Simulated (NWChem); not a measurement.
A series in which one site is exchanged, each optimised at PBE0/def2-SVP with NWChem, gas phase unless a solvent is named. For some, no frequency run checked for a minimum. def2 effective core potentials on I; no spin-orbit coupling.

A: [Cl][Zn][Cl] (ZnCl₂; site = Cl)
B: [ZnH][Cl] (ZnHCl; site = H)
C: [Cl][Zn][I] (ZnICl; site = I)
D: [F][Zn][Cl] (ZnClF; site = F)

Values for A:

- dipole (D), PBE0/def2-SVP = 0.00
- orbital gap (eV), PBE0/def2-SVP = 7.28
- vertical ionisation energy, ΔSCF, B3LYP/def2-SVP (eV) = 11.00
- static polarisability, B3LYP/def2-SVPD (bohr³) = 50.6
- lowest singlet excitation, B3LYP/def2-SVPD, TDA (eV) = 5.59

Question: How do these values change for the other members?

Answer: 
```tsv
change from A	B	C	D
dipole (D), PBE0/def2-SVP	+1.90	+0.64	+0.29
orbital gap (eV), PBE0/def2-SVP	+1.01	-1.02	+0.15
vertical ionisation energy, ΔSCF, B3LYP/def2-SVP (eV)	+0.41	-0.92	+0.66
static polarisability, B3LYP/def2-SVPD (bohr³)	-11.1	+23.9	-15.7
lowest singlet excitation, B3LYP/def2-SVPD, TDA (eV)	+1.00	-0.97	+0.15
```
